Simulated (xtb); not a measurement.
AuCl (SMILES [Cl][Au]), singlet, at a GFN2-xTB geometry (such geometries of metal compounds can be far from the true shape). Base run: GFN2-xTB (xtb).

Geometry (Å):
```xyz
2

Au     0.0000     0.0000    -0.3961
Cl     0.0000     0.0000     1.8406
```
All else is at xtb's defaults.
Base energy -8.42547 Eh.

Variants of this job, named by their change:

```tsv
change	ΔE vs base (kcal/mol)	HOMO-LUMO gap (eV)	dipole (D)	G_solv (kcal/mol)	SCF cycles
base	0.000	3.33	4.43	-	10
acc = 0.1	0.000	3.33	4.43	-	11
acc = 0.0001	0.000	3.33	4.43	-	14
etemp = 3000	-0.057	3.33	4.41	-	10
alpb = dmf	-2.86	3.44	4.74	-3.09	11
etemp = 5000	(withheld)	(withheld)	(withheld)	-	10
file = coord	0.000	3.33	4.43	-	10
alpb = chcl3	(withheld)	(withheld)	(withheld)	(withheld)	10
```

Problem. Some entries are withheld; supply them.

Solution. 
- etemp = 5000, ΔE vs base (kcal/mol): -1.34
- etemp = 5000, HOMO-LUMO gap (eV): 3.39
- etemp = 5000, dipole (D): 4.20
- alpb = chcl3, ΔE vs base (kcal/mol): -4.48
- alpb = chcl3, HOMO-LUMO gap (eV): 3.51
- alpb = chcl3, dipole (D): 4.93
- alpb = chcl3, G_solv (kcal/mol): -5.11

ALPB and GBSA are two models with their own fitted parameters for each solvent, which aren't always the measured dielectric constant.
